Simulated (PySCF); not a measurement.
**Relaxation of singlet PbCl₂**

All numbers come from PBE0 in PySCF with Pb def2-TZVP with ECP60, Cl def2-TZVP; scalar-relativistic core potentials, no spin–orbit coupling; density-fitted integrals. A (50,194) grid was used.

A hand-made bent start, of C2v symmetry, held to at least that symmetry:

```xyz
3
charge 0 multiplicity 1, angstrom
Pb    0.0000    0.0000   -0.3508
Cl    1.9905    0.0000    1.0430
Cl   -1.9905    0.0000    1.0430
```

Optimiser trace:
```
step  E − E(last) (kJ/mol)  largest gradient (Eh/bohr)
   0                  7.76                     0.01728
   1                  2.01                     0.00267
   2                  0.60                     0.00321
   3                  0.11                     0.00220
   4                  0.00                     0.00004
```

It ends at C2v with Pb–Cl 2.456 Å (×2); Cl–Pb–Cl 99.5° (after a last refinement on a finer grid). A frequency run shows a minimum. Other isomers or separated fragments may lie lower.

Final geometry:
```xyz
3
charge 0 multiplicity 1, angstrom
Pb    0.0000    0.0000   -0.3939
Cl    1.8739    0.0000    1.1937
Cl   -1.8739    0.0000    1.1937
```

Spin–orbit coupling, left out here, can matter for elements this heavy.
